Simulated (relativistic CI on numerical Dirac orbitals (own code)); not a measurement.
# Tc6+ (4d) in a crystal field

Calculated by Dirac-Coulomb-Breit CI, separate exchange-only KLI orbitals for each configuration, a model potential for QED, valence Slater integrals scaled by 0.7, one configuration in a parametric crystal field (own radial code).

Field parameters in Wybourne normalisation: Oh B⁴₀ = 21Dq, B⁴₄ = √(5/14) B⁴₀. The field is a parameter set, without covalency.

S is read from ⟨S²⟩ = S(S + 1).

Levels (cm⁻¹, degeneracy): 0 (4), 2039 (2), 36597 (4).

Task: Which field gives this pattern?
A. Oh, 10Dq = 42600 cm⁻¹
B. Oh, 10Dq = 35800 cm⁻¹
C. Oh, 10Dq = 22150 cm⁻¹
D. Oh, 10Dq = 8500 cm⁻¹

Result: B. Oh, 10Dq = 35800 cm⁻¹, ground level with S = 0.50.
